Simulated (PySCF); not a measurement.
Geometry (Å), atoms numbered from 1 in this order:
```xyz
24

C    -2.8334    0.2191    0.8496
O    -1.6493   -0.2691    0.2749
C    -0.8051    0.6806   -0.3006
C     0.6458    0.2738   -0.0769
C     1.0086   -1.1336   -0.5710
C     2.3023   -1.5655    0.1261
S     2.7213   -0.3277    1.4366
O     3.5079    0.7472    0.7348
C     0.9955    0.2672    1.4029
C    -1.1467    0.8632   -1.7785
F    -1.0949   -0.2809   -2.4583
F    -2.3850    1.3540   -1.9212
F    -0.3045    1.7244   -2.3552
H    -3.3374   -0.6338    1.3236
H    -3.5120    0.6611    0.1020
H    -2.6196    0.9773    1.6265
H    -0.9581    1.6780    0.1562
H     1.2987    1.0169   -0.5629
H     1.1174   -1.1621   -1.6634
H     0.1865   -1.8150   -0.3064
H     3.1926   -1.5222   -0.5170
H     2.2444   -2.5642    0.5840
H     0.3560   -0.4294    1.9696
H     0.9969    1.2572    1.8815
```

Geometry: PBE0-D3(BJ)/def2-SVP; GIAO shifts from PySCF 2.14, gas phase, non-relativistic, averaged over equivalent atoms.

At PBE0/pcSseg-1 (283 basis functions):
```csv
atoms,δ (ppm)
C10,131.3
C3,79.9
C1,61.1
C9,59.9
C6,59.4
C4,40.4
C5,24.1
O8,86.7
O2,14.0
S7,340.8
F11/F12/F13,-87.5
H14/H15/H16,3.53
H18,3.38
H17,3.13
H22,2.88
H21,2.45
H24,2.42
H19,2.18
H23,1.94
H20,1.73
```

Referencing at the same level of theory: TMS for ¹³C (σref 184.41), ¹H (σref 31.27); H2O for ¹⁷O (σref 334.56); ³³S (σref 495.66) vs CS2; ¹⁹F (σref 177.25) vs CFCl3.

Task: Predict the values at PBE/pcSseg-1 on the same geometry.

Result: 
```json
{"atoms": "C10", "δ at PBE/pcSseg-1": "136.7", "change": "+5.4"}
{"atoms": "C3", "δ at PBE/pcSseg-1": "83.6", "change": "+3.7"}
{"atoms": "C1", "δ at PBE/pcSseg-1": "63.2", "change": "+2.1"}
{"atoms": "C9", "δ at PBE/pcSseg-1": "62.8", "change": "+2.9"}
{"atoms": "C6", "δ at PBE/pcSseg-1": "62.1", "change": "+2.7"}
{"atoms": "C4", "δ at PBE/pcSseg-1": "43.3", "change": "+2.9"}
{"atoms": "C5", "δ at PBE/pcSseg-1": "25.4", "change": "+1.3"}
{"atoms": "O8", "δ at PBE/pcSseg-1": "115.5", "change": "+28.8"}
{"atoms": "O2", "δ at PBE/pcSseg-1": "28.4", "change": "+14.4"}
{"atoms": "S7", "δ at PBE/pcSseg-1": "367.7", "change": "+26.9"}
{"atoms": "F11/F12/F13", "δ at PBE/pcSseg-1": "-103.7", "change": "-16.2"}
{"atoms": "H14/H15/H16", "δ at PBE/pcSseg-1": "3.62", "change": "+0.09"}
{"atoms": "H18", "δ at PBE/pcSseg-1": "3.56", "change": "+0.18"}
{"atoms": "H17", "δ at PBE/pcSseg-1": "3.22", "change": "+0.09"}
{"atoms": "H22", "δ at PBE/pcSseg-1": "3.00", "change": "+0.12"}
{"atoms": "H21", "δ at PBE/pcSseg-1": "2.33", "change": "-0.12"}
{"atoms": "H24", "δ at PBE/pcSseg-1": "2.38", "change": "-0.04"}
{"atoms": "H19", "δ at PBE/pcSseg-1": "2.22", "change": "+0.04"}
{"atoms": "H23", "δ at PBE/pcSseg-1": "2.06", "change": "+0.12"}
{"atoms": "H20", "δ at PBE/pcSseg-1": "1.75", "change": "+0.02"}
```

References, each an isolated molecule treated in the same way: TMS for ¹³C (σ = 180.03 ppm), ¹H (σ = 31.20 ppm); ¹⁷O (σ = 334.63 ppm) vs H2O; ³³S (σ = 490.84 ppm) against CS2; ¹⁹F (σ = 144.73 ppm) against CFCl3.

The largest change is at O8 (S=O oxygen). Cost: 283 basis functions. The order of the carbon signals is the same at both levels.

Unscaled 19F shifts against computed CFCl3 carry errors that often reach 10 to 50 ppm. Experimental scales use liquid or dissolved standards, which lie at an offset from isolated H2O (liquid H2O: subtract about 36 ppm).
